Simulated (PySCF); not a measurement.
Deuteron quadrupole couplings in `C#C[C@@H]1C[SiH2][C@H](F)C1`

Compound: C6H9FSi.
Geometry (GFN2-xTB, Å), atoms numbered from 1 in this order:
```xyz
17
C6H9FSi angstrom
C      2.7370    1.8362    0.3033
C      1.8025    1.1296    0.0585
C      0.6478    0.2957   -0.2060
C     -0.6626    1.0891   -0.0389
Si    -2.0156   -0.2375    0.1559
C     -0.7252   -1.6322    0.4958
F     -1.0596   -2.4065    1.5995
C      0.5956   -0.9074    0.7438
H      3.5646    2.4477    0.5065
H      0.7152   -0.0742   -1.2369
H     -0.8074    1.7682   -0.8772
H     -0.5892    1.7089    0.8568
H     -2.7563   -0.5034   -1.0793
H     -2.8883   -0.0426    1.3086
H     -0.6286   -2.3451   -0.3312
H      1.4581   -1.5614    0.6030
H      0.6050   -0.5532    1.7773
```

Level: PBE0/pcSseg-1 (PySCF, non-relativistic); Q(2H) = 0.00286 b; rigid geometry, the same for H and D, with no vibrational averaging.

Question: Rank these positions by the coupling χzz of a deuteron there, largest first.
A. H14 (Si–H hydrogen)
B. H11 (methylene hydrogen)
C. H10 (methine hydrogen)
D. H9 (alkyne hydrogen)
E. H16 (methylene hydrogen)

Answer: D (267 kHz), B (213 kHz), E (204 kHz), C (195 kHz), A (111 kHz).

Q: Give the electric field gradient Vzz (the principal value of largest size), its asymmetry and the 2H coupling at each hydrogen.

A: 
```tsv
atom	bonded to	bond length (Å)	Vzz (au)	η	χzz (kHz)
H9	C1	1.049	0.3977	0.00	267
H10	C3	1.097	0.2900	0.02	195
H11	C4	1.088	0.3170	0.04	213
H12	C4	1.092	0.3084	0.04	207
H13	Si5	1.465	0.1616	0.01	109
H14	Si5	1.459	0.1658	0.01	111
H15	C6	1.096	0.2911	0.10	196
H16	C8	1.092	0.3034	0.01	204
H17	C8	1.093	0.2988	0.00	201
```

Q: Average by the element that carries the hydrogen.

A: on C: 212 kHz over 7 positions, mean bond length 1.087 Å; on Si: 110 kHz over 2 positions, mean bond length 1.462 Å.

Q: How does χzz go with the bond length over the 7 C–H bonds?

A: A straight-line fit has a slope of -14.9 kHz for each 0.01 Å, with a correlation coefficient of -1.00, over lengths from 1.049 to 1.097 Å. The longer bonds have the smaller couplings here.

The structure is a single GFN2-xTB conformer in the gas phase; no vibrational or solvent corrections. GFN2-xTB bond lengths can be off by several hundredths of an ångström, more for odd bonds, and the gradients follow them. A larger basis could move these couplings by a tenth or more.
